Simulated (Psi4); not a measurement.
dimethoxyethane (C4H10O2), singlet, at a GFN2-xTB geometry; HF/6-31G (Psi4 1.11).

Psi4 was given this input:
```
memory 2 GB

molecule mol {
0 1
C     2.723918    0.618494   -0.048285
O     1.467993    0.225281    0.437443
C     0.731716   -0.532983   -0.491397
C    -0.663293   -0.785087    0.068050
O    -1.495180    0.298432   -0.269233
C    -2.767254    0.216302    0.316410
H     3.344899   -0.251953   -0.298347
H     3.201048    1.187584    0.746764
H     2.627283    1.248033   -0.941650
H     1.240649   -1.491730   -0.681294
H     0.636639    0.009139   -1.443045
H    -1.074006   -1.718376   -0.349750
H    -0.590880   -0.890623    1.159924
H    -3.295946   -0.691060   -0.004537
H    -2.703255    0.215449    1.411701
H    -3.319462    1.093477   -0.014117
}

set {
  basis 6-31g
  reference rhf
  d_convergence 1e-4
}

energy('scf')
print_variables()
```

What the program printed (banner, timings and long lists left out):

```
   => Loading Basis Set <=

    Name: 6-31G
    Role: ORBITAL
    Keyword: BASIS

         ---------------------------------------------------------
                                   SCF
               by Justin Turney, Rob Parrish, Andy Simmonett
                          and Daniel G. A. Smith
                              RHF Reference
         ---------------------------------------------------------

  ==> Geometry <==

    Molecular point group: c1
    Full point group: C1

    Geometry (in Angstrom), charge = 0, multiplicity = 1:

       Center              X                  Y                   Z               Mass
    ------------   -----------------  -----------------  -----------------  -----------------
         C            2.724654295361     0.604312483471    -0.052839857617    12.000000000000
         O            1.468729295361     0.211099483471     0.432888142383    15.994914619570
         C            0.732452295361    -0.547164516529    -0.495951857617    12.000000000000
         C           -0.662556704639    -0.799268516529     0.063495142383    12.000000000000
         O           -1.494443704639     0.284250483471    -0.273787857617    15.994914619570
         C           -2.766517704639     0.202120483471     0.311855142383    12.000000000000
         H            3.345635295361    -0.266134516529    -0.302901857617     1.007825032230
         H            3.201784295361     1.173402483471     0.742209142383     1.007825032230
         H            2.628019295361     1.233851483471    -0.946204857617     1.007825032230
         H            1.241385295361    -1.505911516529    -0.685848857617     1.007825032230
         H            0.637375295361    -0.005042516529    -1.447599857617     1.007825032230
         H           -1.073269704639    -1.732557516529    -0.354304857617     1.007825032230
         H           -0.590143704639    -0.904804516529     1.155369142383     1.007825032230
         H           -3.295209704639    -0.705241516529    -0.009091857617     1.007825032230
         H           -2.702518704639     0.201267483471     1.407146142383     1.007825032230
         H           -3.318725704639     1.079295483471    -0.018671857617     1.007825032230

  Running in c1 symmetry.

  Rotational constants: A =      0.38507  B =      0.04959  C =      0.04751 [cm^-1]
  Rotational constants: A =  11544.11152  B =   1486.52606  C =   1424.25758 [MHz]
  Nuclear repulsion =  256.162432782951555

  Charge       = 0
[...]

  ==> Iterations <==

                           Total Energy        Delta E     RMS |[F,P]|

   @DF-RHF iter SAD:  -305.90223963954810   -3.05902e+02   0.00000e+00
   @DF-RHF iter   1:  -306.73270895309480   -8.30469e-01   5.47463e-03 ADIIS/DIIS
   @DF-RHF iter   2:  -306.81527029851719   -8.25613e-02   2.82878e-03 ADIIS/DIIS
   @DF-RHF iter   3:  -306.83212464364215   -1.68543e-02   6.49665e-04 ADIIS/DIIS
   @DF-RHF iter   4:  -306.83349186404683   -1.36722e-03   9.56131e-05 DIIS
   @DF-RHF iter   5:  -306.83352978390457   -3.79199e-05   2.45155e-05 DIIS
   @DF-RHF iter   6:  -306.83353240260908   -2.61870e-06   4.36237e-06 DIIS
   @DF-RHF iter   7:  -306.83353252992015   -1.27311e-07   9.65387e-07 DIIS
  Energy and wave function converged.

  ==> Post-Iterations <==

    Orbital Energies [Eh]
    ---------------------

    Doubly Occupied:

[...]
      25A     -0.410482

    Virtual:

[...]
      74A      2.274518

    Final Occupation by Irrep:
              A
    DOCC [    25 ]
    NA   [    25 ]
    NB   [    25 ]

  @DF-RHF Final Energy:  -306.83353252992015

   => Energetics <=

    Nuclear Repulsion Energy =            256.1624327829515551
    One-Electron Energy =                -926.2202949450868346
    Two-Electron Energy =                 363.2243296322151309
    Total Energy =                       -306.8335325299201486

Computation Completed

Properties will be evaluated at   0.000000,   0.000000,   0.000000 [a0]

Properties computed using the SCF density matrix

 Multipole Moments:

 ------------------------------------------------------------------------------------
     Multipole            Electronic (a.u.)      Nuclear  (a.u.)        Total (a.u.)
 ------------------------------------------------------------------------------------

 L = 1.  Multiply by 2.5417464519 to convert [e a0] to [Debye]
 Dipole X            :         -0.0355540            0.0695604            0.0340064
 Dipole Y            :          0.6848638           -1.3399591           -0.6550953
 Dipole Z            :          0.2199684           -0.4303773           -0.2104090
 Magnitude           :                                                    0.6888964

 ------------------------------------------------------------------------------------

  Variable Map:
  ----------------------------------------------------------------------------
[...]
  Array Variable Map:
  ----------------------------------------------------------------------------
[...]
[...]
```
